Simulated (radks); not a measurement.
Results of a calculation; reference values are marked as such.
Spherical quantum dot in the effective-mass picture: electrons in a parabolic well V = omega^2 r^2 / 2 with omega = 0.585, with a point charge +1 (a donor) at the centre, all in effective atomic units (hartree* = m*/eps^2 hartree, bohr* = eps/m* bohr), one dielectric constant everywhere. Level of theory: non-relativistic Kohn-Sham, LDA (Slater exchange, Perdew-Wang correlation), spin-polarised, spherical densities (a radial shooting solver with Libxc functionals). Levels are named by radial order and angular momentum (1s, 1p, 1d, 2s, ...), and open shells are averaged over m. Results are scaled to m* = 0.252 and eps = 11, for which hartree* = 56.67 meV and bohr* = 2.31 nm. Each electron was tried in the lowest free levels, single moves between levels near the top were tried too, and the lowest total energy was kept; such a search can miss a lower state. At N = 1 the Hartree and exchange-correlation terms need not cancel, so that row can carry a self-interaction error.

N	open shells	2S	E (meV)	mu = E(N) - E(N-1) (meV)	addition energy mu(N+1) - mu(N) (meV)	e(HOMO) (meV)
1	1s(up 1, down 0)	1	-8.63665	-8.6366	42.46	8.5016
2	none	0	25.1841	33.821	70.38	48.847
3	1p(up 1, down 0)	1	129.384	104.20	20.92	114.58
4	1p(up 2, down 0)	2	254.508	125.12	20.93	135.65
5	1p(up 3, down 0)	3	400.557	146.05	25.63	156.37
6	1p(up 3, down 1)	2	572.239	171.68	18.56	180.93
7	1p(up 3, down 2)	1	762.484	190.25	18.52	199.54
8	none	0	971.248	208.76	33.40	217.93
9	2s(up 1, down 0)	1	1213.42	242.17	19.20	250.70
10	none	0	1474.78	261.36	20.90	269.81
11	1d(up 1, down 0)	1	1757.04	282.26	15.56	290.06
12	1d(up 2, down 0)	2	2054.86	297.82	15.39	305.54
13	1d(up 3, down 0)	3	2368.07	313.21	15.21	320.84
14	1d(up 4, down 0)	4	2696.48	328.42	15.01	335.95
15	1d(up 5, down 0)	5	3039.91	343.43	18.26	350.87
16	1d(up 5, down 1)	4	3401.59	361.68	14.25	368.83
17	1d(up 5, down 2)	3	3777.53	375.93	14.14	383.02
18	1d(up 5, down 3)	2	4167.60	390.07	14.01	397.09
19	1d(up 5, down 4)	1	4571.67	404.07	13.87	411.03
20	none	0	4989.61	417.94	30.98	424.83
21	1f(up 1, down 0)	1	5438.54	448.93	12.91	455.40
22	1f(up 2, down 0)	2	5900.38	461.84	12.82	468.27
23	1f(up 3, down 0)	3	6375.04	474.66	12.72	481.04
24	1f(up 4, down 0)	4	6862.42	487.38	12.62	493.71
25	1f(up 5, down 0)	5	7362.43	500.01	12.52	506.28
26	1f(up 6, down 0)	6	7874.95	512.53	12.42	518.76
27	1f(up 7, down 0)	7	8399.91	524.95	15.22	531.13
28	1f(up 7, down 1)	6	8940.08	540.17	12.03	546.20
29	1f(up 7, down 2)	5	9492.29	552.21	11.96	558.20
30	1f(up 7, down 3)	4	10056.5	564.17	11.89	570.13
31	1f(up 7, down 4)	3	10632.5	576.06	11.81	581.98
32	1f(up 7, down 5)	2	11220.4	587.87	11.74	593.75
33	1f(up 7, down 6)	1	11820.0	599.61	11.66	605.45
34	none	0	12431.3	611.27	14.21	617.07
35	2p(up 1, down 0)	1	13056.7	625.48	11.77	631.37
36	2p(up 2, down 0)	2	13694.0	637.25	11.73	643.12
37	2p(up 3, down 0)	3	14343.0	648.98	13.39	654.83
38	2p(up 3, down 1)	2	15005.4	662.37	-	668.11

All shells are closed at N = 2, 8, 10, 20, 34 (there: 1s2 1p6 1d10 2s2 1f14); the second difference of the energy has clear peaks (12 % above both neighbours; the first and last values, which can be the largest, are not judged, and half-filled shells can peak too) at N = 2, 5, 8, 15, 20, 27, 34.
